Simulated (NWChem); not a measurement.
System: C3H3N2, doublet; SMILES [c]1c[nH]cn1

Parts of the log:

```
             Northwest Computational Chemistry Package (NWChem) 7.3.0
             --------------------------------------------------------

 CS  symmetry detected

                             Geometry "geometry" -> ""
                             -------------------------

 Output coordinates in angstroms (scale by  1.889725989 to convert to a.u.)

  No.       Tag          Charge          X              Y              Z
 ---- ---------------- ---------- -------------- -------------- --------------
    1 C                    6.0000     1.18818893    -0.20824784     0.00000000
    2 C                    6.0000     0.59094446     1.02574125     0.00000000
    3 N                    7.0000    -0.75494483     0.72052721     0.00000000
    4 C                    6.0000    -0.87011585    -0.63168092     0.00000000
    5 N                    7.0000     0.31648943    -1.20643960     0.00000000
    6 H                    1.0000     0.96806379     2.04388998     0.00000000
    7 H                    1.0000    -1.51965297     1.38443461     0.00000000
    8 H                    1.0000    -1.83332832    -1.14181281     0.00000000

 Effective nuclear repulsion energy (a.u.)     155.4760880794

      Symmetry information
      --------------------

 Group name             Cs
 Group number              2
 Group order               2
 No. of unique centers     8

                                 NWChem DFT Module
                                 -----------------

 Summary of "ao basis" -> "ao basis" (spherical)
 ------------------------------------------------------------------------------
       Tag                 Description            Shells   Functions and Types
 ---------------- ------------------------------  ------  ---------------------
 C                          def2-svp                 6       14   3s2p1d
 N                          def2-svp                 6       14   3s2p1d
 H                          def2-svp                 3        5   2s1p

      Symmetry analysis of basis
      --------------------------

        a'         62
        a"         23

            General Information
            -------------------
          SCF calculation type: DFT
          Wavefunction type:  spin polarized.
          No. of atoms     :     8
          No. of electrons :    35
           Alpha electrons :    18
            Beta electrons :    17
          Charge           :     0
          Spin multiplicity:     2
          Use of symmetry is: on ; symmetry adaption is: on
          Maximum number of iterations: 150
          AO basis - number of functions:    85
                     number of shells:    39
          Convergence on energy requested:  1.00D-06
          Convergence on density requested:  1.00D-05
          Convergence on gradient requested:  5.00D-04

              XC Information
              --------------
                          KT2 Method XC Functional
                        Slater Exchange Functional  1.072 local
                           KT1 gradient correction  1.000 non-local
            Perdew 1991 LDA Correlation Functional  0.577 local

             Grid Information
             ----------------
          Grid used for XC integration:  medium
          Radial quadrature: Mura-Knowles
          Angular quadrature: Lebedev.
          Tag              B.-S. Rad. Rad. Pts. Rad. Cut. Ang. Pts.
          ---              ---------- --------- --------- ---------
          C                   0.70       49          10.0       434
          N                   0.65       49          10.0       434
          H                   0.35       45          11.0       434
          Grid pruning is: on
          Number of quadrature shells:   380
          Spatial weights used:  Erf1

      Superposition of Atomic Density Guess
      -------------------------------------

 Sum of atomic energies:        -222.86063180

      Non-variational initial energy
      ------------------------------

 Total energy =    -226.162009
 1-e energy   =    -608.239810
 2-e energy   =     226.601713
 HOMO         =      -0.195396
 LUMO         =       0.051255

   Symmetry analysis of molecular orbitals - initial alpha
   -------------------------------------------------------

  Numbering of irreducible representations:

     1 a'          2 a"

  Orbital symmetries:

     1 a'          2 a'          3 a'          4 a'          5 a'
     6 a'          7 a'          8 a'          9 a'         10 a'
    11 a'         12 a"         13 a'         14 a'         15 a'
    16 a"         17 a"         18 a'         19 a"         20 a"
    21 a'         22 a'         23 a'         24 a'         25 a'
    26 a'         27 a'         28 a'

   Symmetry analysis of molecular orbitals - initial beta
   ------------------------------------------------------

  Numbering of irreducible representations:

     1 a'          2 a"

  Orbital symmetries:

     1 a'          2 a'          3 a'          4 a'          5 a'
     6 a'          7 a'          8 a'          9 a'         10 a'
    11 a'         12 a"         13 a'         14 a'         15 a'
    16 a"         17 a"         18 a'         19 a"         20 a"
    21 a'         22 a'         23 a'         24 a'         25 a'
    26 a'         27 a'         28 a'

     ---------------------------------------------
      Total Density - Mulliken Population Analysis
     ---------------------------------------------

    Atom       Charge   Shell Charges
 -----------   ------   -------------------------------------------------------
    1 C    6     5.98   1.99  1.00  0.38  1.75  0.80  0.06
    2 C    6     6.03   1.99  0.95  0.29  1.93  0.82  0.05
    3 N    7     7.20   1.99  1.01  0.42  2.37  1.39  0.02
    4 C    6     5.66   1.99  0.93  0.23  1.77  0.66  0.07
    5 N    7     7.55   1.99  1.08  0.51  2.45  1.49  0.03
    6 H    1     0.90   0.66  0.22  0.02
    7 H    1     0.76   0.60  0.13  0.04
    8 H    1     0.91   0.67  0.22  0.02

     --------------------------------------------
      Spin Density - Mulliken Population Analysis
     --------------------------------------------

    Atom       Charge   Shell Charges
 -----------   ------   -------------------------------------------------------
    1 C    6     0.75   0.00  0.06  0.14  0.35  0.20  0.00
    2 C    6     0.06   0.00  0.02 -0.01  0.05 -0.01  0.00
    3 N    7     0.04   0.00  0.00 -0.00  0.02  0.01  0.00
    4 C    6     0.05   0.00  0.01 -0.00  0.03  0.01  0.00
    5 N    7     0.08   0.00  0.02  0.01  0.04  0.01  0.00
    6 H    1     0.00   0.00  0.00  0.00
    7 H    1     0.01   0.00  0.00  0.00
    8 H    1     0.01   0.00  0.01  0.00

   convergence    iter        energy       DeltaE   RMS-Dens  Diis-err
 ---------------- ----- ----------------- --------- --------- ---------
 d= 0,ls=0.0,diis     1   -229.1336623311 -3.85D+02  8.30D-03  1.21D-01
                                                     8.61D-03  1.22D-01
 d= 0,ls=0.0,diis     2   -228.9984648988  1.35D-01  6.13D-03  4.08D-01
                                                     6.24D-03  4.00D-01
 d= 0,ls=0.0,diis     3   -229.1899838367 -1.92D-01  1.73D-03  3.28D-02
                                                     1.68D-03  3.11D-02
 d= 0,ls=0.0,diis     4   -229.2011192261 -1.11D-02  9.54D-04  6.73D-03
                                                     9.29D-04  6.88D-03
 d= 0,ls=0.0,diis     5   -229.2041929556 -3.07D-03  3.93D-04  1.22D-03
                                                     3.55D-04  1.21D-03
  Resetting Diis
 d= 0,ls=0.0,diis     6   -229.2048557342 -6.63D-04  1.17D-04  1.20D-04
                                                     8.98D-05  8.76D-05
 d= 0,ls=0.0,diis     7   -229.2049148094 -5.91D-05  6.30D-05  9.53D-06
                                                     7.46D-05  1.20D-05
 d= 0,ls=0.0,diis     8   -229.2049098368  4.97D-06  4.76D-05  3.24D-05
                                                     3.96D-05  2.89D-05
 d= 0,ls=0.0,diis     9   -229.2049248069 -1.50D-05  2.06D-05  9.70D-07
                                                     2.12D-05  9.52D-07
 d= 0,ls=0.0,diis    10   -229.2049252640 -4.57D-07  1.53D-05  1.35D-06
                                                     1.47D-05  1.49D-06
 d= 0,ls=0.0,diis    11   -229.2049262962 -1.03D-06  5.68D-06  1.18D-07
                                                     5.04D-06  8.21D-08
 d= 0,ls=0.0,diis    12   -229.2049263410 -4.48D-08  2.45D-06  5.42D-08
                                                     2.46D-06  6.67D-08

         Total DFT energy =     -229.204926340983
      One electron energy =     -611.418834537452
           Coulomb energy =      261.829524209553
    Exchange-Corr. energy =      -35.091704092513
 Nuclear repulsion energy =      155.476088079429

 Numeric. integr. density =       35.000009601562

                  Occupations of the irreducible representations
                  ----------------------------------------------

                     irrep           alpha         beta
                     --------     --------     --------
                     a'               15.0         14.0
                     a"                3.0          3.0

                    DFT Final Alpha Molecular Orbital Analysis
                    ------------------------------------------

 Vector   16  Occ=1.000000D+00  E=-2.676760D-01  Symmetry=a"
              MO Center=  3.1D-02, -2.1D-01,  1.4D-15, r^2= 2.1D+00
   Bfn.  Coefficient  Atom+Function         Bfn.  Coefficient  Atom+Function
  ----- ------------  ---------------      ----- ------------  ---------------
    34      0.406375  3 N  pz                62     -0.392092  5 N  pz
    37     -0.322283  3 N  pz                65      0.267172  5 N  pz
     6      0.257447  1 C  pz                 9      0.170700  1 C  pz
    20     -0.094068  2 C  pz                23     -0.073625  2 C  pz
    48      0.051493  4 C  pz                51      0.040859  4 C  pz

[...]
```

Level: KT2/def2-SVP, spin-unrestricted. In the optimisation the excess spin sits in a' (Cs, its own frame). Coordinates come from a PBE0/def2-SVP, spin-unrestricted optimisation. No stability test was run on the SCF state.

Problem. Reconstruct the input file.

Solution. One answer among several that fit: the input that was run:
```
start job
memory heap 200 mb stack 900 mb global 1100 mb
geometry units angstroms noautoz
  C      1.190906    -0.218333     0.000000
  C      0.600015     1.018711     0.000000
  N     -0.747426     0.720422     0.000000
  C     -0.869549    -0.631176     0.000000
  N      0.314085    -1.212029     0.000000
  H      0.982365     2.034907     0.000000
  H     -1.508710     1.388253     0.000000
  H     -1.835372    -1.136348     0.000000
end
basis spherical
  C library def2-svp
  N library def2-svp
  H library def2-svp
end
dft
  odft
  mult 2
  xc kt2
  iterations 150
  mulliken
end
task dft energy
```
